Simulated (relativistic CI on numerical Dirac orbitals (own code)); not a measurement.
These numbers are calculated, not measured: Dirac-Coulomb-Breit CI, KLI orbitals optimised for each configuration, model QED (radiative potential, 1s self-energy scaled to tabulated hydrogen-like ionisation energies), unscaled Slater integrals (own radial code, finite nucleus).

Configurations in the expansion (outside the closed core [Ne]): 3s, 3p, 3d, 4s, 4p, 4d, 4f, 5s, 5p, 5d, 5f, 5g, 6s, 6p, 6d, 7s, 7p. Levels of other configurations are missing.

At this charge configurations can still be misplaced by up to about 7 % of their energy. 27 of the 30 excited levels that our extract of the measured tables holds in this range could be paired (the sources list more); they are missed by 3223 cm⁻¹ on average and 4517 at most, and levels without a partner can miss by more.

Outline of the computed level scheme of Ar VIII. Lowest level of each configuration: 3s 2S_1/2 at 0.000 eV; 3p 2P°_1/2 at 17.369 eV; 3d 2D_3/2 at 41.240 eV; 4s 2S_1/2 at 71.067 eV; 4p 2P°_1/2 at 77.559 eV; 4d 2D_3/2 at 86.141 eV; 4f 2F°_5/2 at 88.386 eV; 5s 2S_1/2 at 99.629 eV; 5p 2P°_1/2 at 102.734 eV.

Some strong electric-dipole decays among the lowest 15 levels: 4f 2F°_7/2 → 3d 2D_5/2 (6.2e+10 s⁻¹); 4f 2F°_5/2 → 3d 2D_3/2 (5.8e+10 s⁻¹); 4s 2S_1/2 → 3p 2P°_3/2 (2.1e+10 s⁻¹); 4d 2D_5/2 → 3p 2P°_3/2 (1.5e+10 s⁻¹); 4d 2D_3/2 → 3p 2P°_1/2 (1.2e+10 s⁻¹); 4s 2S_1/2 → 3p 2P°_1/2 (1.0e+10 s⁻¹); 4p 2P°_1/2 → 3s 2S_1/2 (9.2e+09 s⁻¹); 5s 2S_1/2 → 3p 2P°_3/2 (9.0e+09 s⁻¹).
